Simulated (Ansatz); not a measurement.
A CCSD(T) single point on BH6NOSi, SMILES `NB[SiH2]O`.

```yaml
crystal:
  periodic: [false, false, false]
  atoms:
    - {symbol: N, position_ang: [-1.326402, 1.347505, -0.014428]}
    - {symbol: B, position_ang: [-0.650406, 0.258503, -0.541826]}
    - {symbol: Si, position_ang: [0.723686, -0.746413, 0.542988]}
    - {symbol: O, position_ang: [2.131108, -1.015008, -0.296556]}
    - {symbol: H, position_ang: [-2.029705, 1.860668, -0.521308]}
    - {symbol: H, position_ang: [-1.161558, 1.710181, 0.910443]}
    - {symbol: H, position_ang: [-0.928585, -0.064627, -1.666259]}
    - {symbol: H, position_ang: [0.142010, -2.043827, 1.013304]}
    - {symbol: H, position_ang: [1.144482, 0.002389, 1.761710]}
    - {symbol: H, position_ang: [2.038373, -1.360573, -1.185070]}
basis:
  gaussian: {orbitals: def2-SVP}
correlation: {method: ccsd_t}
```

```sh
$ ansatz run in.yaml --threads 2 --pin off --events-out ev --progress --plain --max-ram 4352MiB
```

Output of Ansatz, abridged:

```
Functional definition: HF
890 factors; integrals over basis functions are off by at most 1.0e-3 eV
mean field evaluation 1: about -12140.2430 eV, gradient 4.0e1 eV
mean field evaluation 2: about -12140.2925 eV, gradient 4.0e1 eV
mean field evaluation 4: about -12143.8367 eV, gradient 3.3e0 eV
mean field evaluation 8: about -12143.8781 eV, gradient 2.0e-1 eV
mean field -12143.87828601 eV, -446.2792955945 hartree, gradient 7.4e-7 eV, S^2 0.000000; 0 other end points of the search recorded, 0 dependent functions left out
8 core orbitals not correlated: weight in the atoms' cores, before any rotation towards them, 1.000 or more for the frozen orbitals, at most 0.000 for the correlated occupied ones
reference -12143.87828601 eV, -446.2792955945 hartree; 12, 12 occupied and 70, 70 virtual orbitals, 890 factors
second order -14.76426447 eV of doubles, -0.00000000 eV of singles
cycle   1  -15.49251242 eV  change   -7.3e-1 eV  update   9.2e-2
cycle   2  -15.91684649 eV  change   -4.2e-1 eV  update   2.8e-2
cycle   3  -16.01556804 eV  change   -9.9e-2 eV  update   1.5e-2
cycle   4  -16.00993700 eV  change    5.6e-3 eV  update   4.7e-3
cycle   5  -16.00830972 eV  change    1.6e-3 eV  update   1.9e-3
cycle   6  -16.00862564 eV  change   -3.2e-4 eV  update   6.8e-4
cycle   7  -16.00831881 eV  change    3.1e-4 eV  update   2.1e-4
cycle   8  -16.00825731 eV  change    6.2e-5 eV  update   6.7e-5
cycle   9  -16.00827634 eV  change   -1.9e-5 eV  update   2.7e-5
perturbative correction -0.39883091 eV, -0.0146567655 hartree
Total energy: -12160.28539326 eV, -446.8822456647 hartree
```

Run time 3 s (2 threads of an AMD EPYC 9R14 on a shared host); peak host memory 0.4 GiB.

Correlation energy per correlated electron: -0.684 eV. T1 diagnostic: 0.0139.
